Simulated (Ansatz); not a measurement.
A nudged elastic band was laid between two geometries of C2H6N2Si (11 atoms, charge 0, multiplicity 1).

All numbers below come from RKS r2SCAN/6-31G* in Ansatz 0.2.0.

```json
{"movable images": "7", "climbing image": "yes", "spring": "5.0 eV/Å²", "optimiser": "quadratic models (default)", "start path": "through a guess of the saddle point", "force threshold": "0.05 eV/Å", "iteration limit": "45", "end points": "relaxed"}
```

Initial state:

```xyz
11
Properties=species:S:1:pos:R:3
N 0.243 -0.522 2.020
C 0.689 -0.818 0.699
N 1.542 0.175 -0.093
C 0.319 0.007 -0.438
Si -0.922 0.690 -1.655
H 0.058 0.475 2.120
H 0.962 -0.764 2.702
H 0.932 -1.871 0.557
H -2.044 1.301 -0.894
H -0.269 1.705 -2.521
H -1.445 -0.434 -2.476
```

Final state:

```xyz
11
Properties=species:S:1:pos:R:3
N 0.644 -0.415 2.062
C 0.769 -0.852 0.703
N 1.606 -0.005 -0.195
C 0.348 -0.056 -0.459
Si -0.881 0.731 -1.616
H -0.129 -0.890 2.524
H 0.463 0.586 2.101
H 0.904 -1.931 0.621
H -1.902 1.432 -0.793
H -0.209 1.690 -2.531
H -1.547 -0.346 -2.395
```

**Question.** What changes between the two ends?

**Answer.** No bond is made or broken. The dihedral H6–N1–C2–C4 goes from -27 to 105°.

**Question.** What energy profile does the band end with?

**Answer.** It converged. The highest image is number 5 of 0 to 8, 0.128 eV above the first end and 0.037 eV above the last; the last end lies 0.091 eV above the first. A vibrational analysis at the climbing image gives one clearly imaginary mode, 209i cm⁻¹: a first-order saddle point.

```tsv
image	path coordinate (Å)	energy (eV)	dihedral H6–N1–C2–C4 (°)
0	0.00	0.000	-27
1	0.32	0.011	-13
2	0.65	0.042	3
3	0.97	0.084	19
4	1.30	0.117	36
5	1.62	0.128	52
6	2.00	0.117	72
7	2.38	0.098	89
8	2.76	0.091	105
```

**Question.** What is the geometry of the highest image?

**Answer.** 
```xyz
11
Properties=species:S:1:pos:R:3:forces:R:3
N 0.490 -0.560 2.078 0.00 -0.01 0.01
C 0.717 -0.907 0.704 0.00 0.00 -0.01
N 1.577 0.017 -0.124 0.00 0.00 0.00
C 0.340 -0.041 -0.430 0.00 0.00 0.00
Si -0.883 0.724 -1.605 0.00 0.00 0.00
H -0.481 -0.300 2.241 0.00 0.00 0.00
H 1.064 0.244 2.326 0.00 0.00 0.00
H 0.883 -1.970 0.525 0.00 0.00 0.00
H -1.965 1.343 -0.794 0.00 0.00 0.00
H -0.219 1.749 -2.451 0.00 0.00 0.00
H -1.458 -0.357 -2.448 0.00 0.00 0.00
```

**Question.** What are the harmonic wavenumbers there?

**Answer.** 209i, 97, 132, 204, 415, 458, 537, 647, 695, 799, 868, 913, 940, 941, 1010, 1108, 1215, 1255, 1388, 1677, 1733, 2260, 2272, 2279, 3139, 3470, 3564 cm⁻¹.

The band took 15 iterations and roughly 10 core-minutes.

The run took 5 min on 2 threads of Intel(R) Xeon(R) Platinum 8488C (Sapphire Rapids), with other jobs on the host, peak memory 0.23 GiB.
